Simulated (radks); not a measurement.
Results of a calculation; reference values are marked as such.
Question: Ge+, configuration [Ar] 3d10 4s2 4p1. Level of theory: scalar-relativistic Kohn-Sham, BLYP, spin-unpolarised, spherical densities, point nucleus (a radial shooting solver on a logarithmic mesh with Libxc functionals). Some entries of the table are withheld. Estimate them.

orbital,occ.,eigenvalue (hartree),r(max) (bohr),<r> (bohr)
1s,2,(1),0.03073,0.04700
2s,2,-50.75213,0.1760,0.2101
2p,6,-44.40108,0.1411,0.1837
3s,2,-6.51122,0.5422,0.6243
3p,6,-4.57205,(2),0.6471
3d,10,-1.40366,0.5028,0.7355
4s,2,-0.72879,1.704,2.027
4p,1,-0.41156,2.080,2.562

Answer: 
(1) 1s eigenvalue (hartree): -403.2547
(2) 3p r(max) (bohr): 0.5428
